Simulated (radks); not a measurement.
Values are calculated unless marked as measured or tabulated.
Polarisability of the zinc ion Zn6+, [Ar] 3d6, at imaginary frequency. Level of theory: scalar-relativistic Kohn-Sham, exchange-only LDA, spin-polarised, spherical densities, finite nucleus; open shells are filled with parallel spins first; Fermi nuclear charge, rms radius 3.9283 fm (a radial shooting solver on a logarithmic mesh with Libxc functionals). Response by self-consistent Sternheimer equations with the Hartree and adiabatic exchange-only LDA kernel, the relativistic mass of each level held fixed and spin-orbit coupling left out.

w (hartree),alpha1(iw) (bohr^3)
0.00266,0.5005
0.0143,0.5005
0.0360,0.5004
0.0697,0.5003
0.118,0.4999
0.186,0.4990
0.280,0.4971
0.413,0.4932
0.605,0.4853
0.892,0.4691
1.35,0.4367
2.12,0.3751
3.59,0.2725
6.94,0.1419
17.5,0.03842

Static values: alpha1 = 0.5005 bohr^3 (0.07417 angstrom^3; uncoupled 0.6216). C6 = 0.7649, triple-dipole C9 = 0.2716 atomic units. One-pole (London) frequency 4 C6 / (3 alpha1^2) = 4.071 hartree, against 4.411 for minus the highest occupied eigenvalue.
